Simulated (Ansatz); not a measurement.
System: TaO₃, charge 0, multiplicity 2. The spin state was set by rule; other spins were not relaxed. SMILES: [O]=[Ta](=[O])=[O]
Structure (B3LYP-D3(BJ)/def2-TZVP (Ansatz, a quantum-chemistry and plane-wave program) minimum search):
```xyz
4

Ta     0.0566     0.1272     0.1050
O      1.3172    -0.7829    -0.9775
O     -0.7097    -1.1415     1.0517
O     -1.1242     0.7633    -1.0325
```
Charge 0, spin multiplicity 2.

Wanted: vertical ionisation energy (to the triplet state of charge +1; each state is the SCF solution reached for its spin; the UHF <S^2> is 2.43 for the triplet (pure: 2.00); for the triplet T1 is 0.064), in eV. Correlated levels leave the core frozen unless marked. UHF or UKS for open shells. Spin-orbit coupling is left out. Frozen are the shells of the preceding noble gas and the d and f shells that filled before the atom's block. In def2 rows, elements after Kr have scalar-relativistic effective core potentials. 

```json
[
 {"level": "HF/def2-QZVPPD", "program": "Ansatz", "vertical ionisation energy (eV)": "8.79"},
 {"level": "RI-HF/def2-TZVPPD", "program": "Ansatz", "vertical ionisation energy (eV)": "8.80"},
 {"level": "SVWN5/def2-TZVPD", "program": "Ansatz", "vertical ionisation energy (eV)": "10.95"},
 {"level": "PBE/def2-TZVPD", "program": "Ansatz", "vertical ionisation energy (eV)": "10.57"},
 {"level": "r2SCAN/def2-TZVPD", "program": "Ansatz", "vertical ionisation energy (eV)": "10.43"},
 {"level": "PBE0/def2-TZVPD", "program": "Ansatz", "vertical ionisation energy (eV)": "10.48"},
 {"level": "BHLYP/def2-TZVPD", "program": "Ansatz", "vertical ionisation energy (eV)": "10.33"},
 {"level": "CAM-B3LYP/def2-TZVPD", "program": "Ansatz", "vertical ionisation energy (eV)": "10.67"},
 {"level": "wB97M-V/def2-TZVPD", "program": "Ansatz", "vertical ionisation energy (eV)": "10.62"},
 {"level": "wB97X-V/def2-TZVPD", "program": "Ansatz", "vertical ionisation energy (eV)": "10.60"},
 {"level": "B2PLYP/def2-TZVPD", "program": "Ansatz", "vertical ionisation energy (eV)": "10.79"},
 {"level": "RI-MP2/def2-TZVPPD", "program": "Ansatz", "vertical ionisation energy (eV)": "12.24"},
 {"level": "CCSD/def2-SVPD", "program": "Ansatz", "vertical ionisation energy (eV)": "10.32"},
 {"level": "CCSD(T)/def2-SVPD", "program": "Ansatz", "vertical ionisation energy (eV)": "10.52"}
]
```
